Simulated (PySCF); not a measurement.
CH4Zn, SMILES [CH3][ZnH].

The structure is a stationary point at PBE0-D3(BJ)/def2-TZVP.

Method: CAM-B3LYP/def2-TZVPD (PySCF).

The molecule is in vacuum.

Computed frontier levels, gap, dipole moment and polarisability:
```
Property                                                                                                       Result
---------------------------------------------------------------------------------------------  ----------------------
highest occupied level                                                                                       -8.88 eV
lowest empty level                                                                                            0.21 eV
orbital gap                                                                                                   9.09 eV
dipole moment                                                                                                  0.47 D
quadrupole, principal values (traceless, Buckingham form, about the centre of nuclear charge)   -6.92, 3.46, 3.46 D·Å
mean static polarisability                                                                       40.6 bohr³ (6.02 Å³)
polarisability, principal values                                                               34.6, 34.6, 52.7 bohr³
```
